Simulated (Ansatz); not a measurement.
```yaml
crystal:
  periodic: [false, false, false]
  atoms:
    - {symbol: C, position_ang: [-1.718540, -3.086958, -0.050508]}
    - {symbol: C, position_ang: [-0.697622, -2.168988, -0.653334]}
    - {symbol: C, position_ang: [-0.955779, -0.704077, -0.300156]}
    - {symbol: C, position_ang: [0.061095, 0.279727, -0.972411]}
    - {symbol: C, position_ang: [-0.363406, 1.766114, -0.723185]}
    - {symbol: C, position_ang: [-0.181562, 2.174085, 0.700252]}
    - {symbol: C, position_ang: [1.293685, 2.030484, 1.142675]}
    - {symbol: C, position_ang: [1.673881, 0.543045, 0.919811]}
    - {symbol: C, position_ang: [1.463708, 0.159855, -0.486450]}
    - {symbol: H, position_ang: [-2.747774, -2.847320, -0.382500]}
    - {symbol: H, position_ang: [-1.503548, -4.128841, -0.213614]}
    - {symbol: H, position_ang: [-1.771058, -3.011588, 1.025510]}
    - {symbol: H, position_ang: [0.305254, -2.469779, -0.227833]}
    - {symbol: H, position_ang: [-0.690454, -2.228907, -1.643220]}
    - {symbol: H, position_ang: [-1.943322, -0.474905, -0.563248]}
    - {symbol: H, position_ang: [-0.916636, -0.493535, 0.819339]}
    - {symbol: H, position_ang: [-0.025122, 0.074043, -1.988443]}
    - {symbol: H, position_ang: [0.173276, 2.360200, -1.351139]}
    - {symbol: H, position_ang: [-1.435433, 1.921181, -1.057839]}
    - {symbol: H, position_ang: [-0.809109, 1.655864, 1.403984]}
    - {symbol: H, position_ang: [-0.531557, 3.281338, 0.756768]}
    - {symbol: H, position_ang: [1.904012, 2.667232, 0.535337]}
    - {symbol: H, position_ang: [1.383921, 2.354562, 2.172304]}
    - {symbol: H, position_ang: [1.136514, -0.061932, 1.589099]}
    - {symbol: H, position_ang: [2.797156, 0.476023, 1.257348]}
    - {symbol: H, position_ang: [1.828014, -0.934523, -0.615278]}
    - {symbol: H, position_ang: [2.117171, 0.762942, -1.179311]}
basis:
  gaussian: {orbitals: aug-cc-pVDZ}
hamiltonian: {xc: {name: RPBE}}
smearing: {width: 0.1}
output: {forces: true}
```

```sh
$ ansatz run in.yaml --threads 4 --pin off --events-out ev --progress --plain --max-ram 66560MiB --backend cuda --devices 0, --max-vram 37GiB
```

It prints (some lines left out):

```
Error: YAML parse error: error: line 34 column 1: unknown field `smearing`, expected one of crystal, accuracy, basis, kpoints, hamiltonian, magnetization, projection, total_charge, correlation, batch, efield, external_charges, scf, relax, neb, saddle, md, ramp, phonons, dielectric, real_time, elastic, magnetic_configurations, gw, evaluate, workflow, output, checkpoint, execution
32 |   gaussian: {orbitals: aug-cc-pVDZ}
33 | hamiltonian: {xc: {name: RPBE}}
34 | smearing: {width: 0.1}
35 | output: {forces: true}
```

**Question.** What is wrong with this run?

**Answer.** The input holds a key that doesn't belong there. The input was rejected before any iteration.
